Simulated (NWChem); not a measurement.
# C$_{2}$H$_{7}$BO; SMILES CBOC

```xyz
11

B     -0.4474     0.5334    -0.0002
H     -1.6496     0.3225     0.0005
C      0.1372     1.9854    -0.0001
H     -0.2326     2.5410     0.8790
H     -0.2345     2.5428    -0.8772
H      1.2364     2.0121    -0.0011
O      0.3876    -0.5243     0.0000
C     -0.0539    -1.8562     0.0000
H      0.3317    -2.3710    -0.8940
H      0.3400    -2.3735     0.8887
H     -1.1549    -1.9217     0.0050
```
Atoms are numbered in this order, from 1.

Results from NWChem. Medium grid unless said otherwise, to which SCAN and Minnesota functionals are sensitive. All runs use the structure optimised with PBE0/def2-SVP. Hybrids' shares of exact exchange are those that their runs print; pure functionals count as 0. The functionals differ in more than this share.

| row | share of exact exchange | highest occupied level (eV) |
|---|---|---|
| PBE/def2-SVP | 0.00 | -6.72 |
| LDA (Slater exchange, VWN5)/def2-SVP | 0.00 | -6.78 |
| TPSSh/def2-SVP | 0.10 | -7.50 |
| B3LYP/def2-SVP | 0.20 | -8.01 |
| M06-2X/def2-SVP | 0.54 | withheld |

Q: Fit a straight line of the last column on the one before it, predict the withheld value, and compare with the run.

A: 
1. Means of the 4 shown rows: x = 0.075, y = -7.252. Slope Σ(x − x̄)(y − ȳ)/Σ(x − x̄)² = -0.1762/0.02750 = -6.409; intercept -6.772.
2. The shown rows scatter about the line by 0.055 (root mean square); the largest residual is -0.09, at TPSSh/def2-SVP.
3. At x = 0.54 (M06-2X/def2-SVP; beyond the shown range) the line gives -10.23.
4. The run gives -9.63, +0.60 from the line, 10.8 times the scatter.
